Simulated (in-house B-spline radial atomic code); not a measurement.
Radial electron density of K+, [Ne] 3s2 3p6. Level of theory: non-relativistic HSE06, spin-polarised, spherical fractional occupations, exact exchange averaged over the configuration, point nucleus; calculated with a radial B-spline atomic code at the basis-set limit.

Columns: r (bohr), 4πr²n(r) (electrons per bohr), bar.

```
  0.0031   0.4877 #
 0.00371   0.6825 #
 0.00445   0.9547 ##
 0.00532     1.32 ###
 0.00637    1.819 ####
 0.00763    2.487 #####
 0.00914     3.37 #######
  0.0109    4.483 #########
  0.0131    5.958 ###########
  0.0157    7.755 ###############
  0.0188    9.889 ###################
  0.0225    12.32 ########################
  0.0269    14.92 #############################
  0.0322    17.53 ##################################
  0.0386    19.85 ######################################
  0.0462     21.5 #########################################
  0.0553    22.16 ###########################################
  0.0663    21.64 ##########################################
  0.0793     20.1 #######################################
   0.095    18.03 ###################################
   0.114    16.29 ###############################
   0.136    15.79 ##############################
   0.163    16.96 #################################
   0.195    19.42 #####################################
   0.234    21.95 ##########################################
    0.28    22.81 ############################################
   0.335    20.94 ########################################
   0.401    16.55 ################################
    0.48    11.24 ######################
   0.575    7.053 ##############
   0.689    5.263 ##########
   0.825    5.578 ###########
   0.987    6.533 #############
    1.18    6.717 #############
    1.42    5.631 ###########
    1.69    3.911 ########
    2.03    2.156 ####
    2.43   0.9603 ##
    2.91    0.336 #
    3.48  0.09098 
    4.17  0.01737 
    4.99 0.002289
```

On this grid the curve has 3 maxima, near 0.0553, 0.28, 1.18 bohr.

The 3s down radial function P(r) = rR(r), positive near the nucleus:

```tsv
r (bohr)	P
0.00105	0.01623
0.00151	0.02313
0.00216	0.03268
0.0031	0.04607
0.00445	0.06442
0.00637	0.08883
0.00914	0.1207
0.0131	0.1598
0.0188	0.204
0.0269	0.2455
0.0386	0.2696
0.0553	0.2504
0.0793	0.1562
0.114	-0.03394
0.163	-0.2834
0.234	-0.4763
0.335	-0.4205
0.48	-0.01058
0.689	0.5893
0.987	0.965
1.42	0.8468
2.03	0.447
2.91	0.1331
4.17	0.01919
```
